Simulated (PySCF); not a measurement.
**Electronic structure of Sr²⁺ (strontium, charge +2) at the BP86 level**

Configuration: [Kr], closed-shell 1S. Calculation: PySCF 2.14, in def2-TZVP with the def2 core potential (28 electrons) (6s4p3d, 33 functions); a scalar-relativistic core potential.

| Property | Result |
| --- | --- |
| Total energy | -30.1052 hartree |
| One-electron energy | -45.2108 hartree |
| Hartree (Coulomb) energy | 19.0854 hartree |
| Exchange-correlation energy | -3.9798 hartree |
| ⟨S²⟩ | 0.0000 |
| ⟨L²⟩ | 0.000 |
| Sum of ⟨r⟩ | 12.19 bohr |
| Sum of ⟨r²⟩ | 20.87 bohr² |
| Time after the integrals | 0.14 s of wall time on 1 thread of Neoverse-V1 (shared host) |

| shell | electrons | mean orbital energy (hartree) | rms radius, mean of both spins (bohr) |
| --- | --- | --- | --- |
| 4s | 2 | -2.03036 | 1.45 |
| 4p | 6 | -1.35149 | 1.67 |

Energies and moments cover only the electrons outside the core potential.
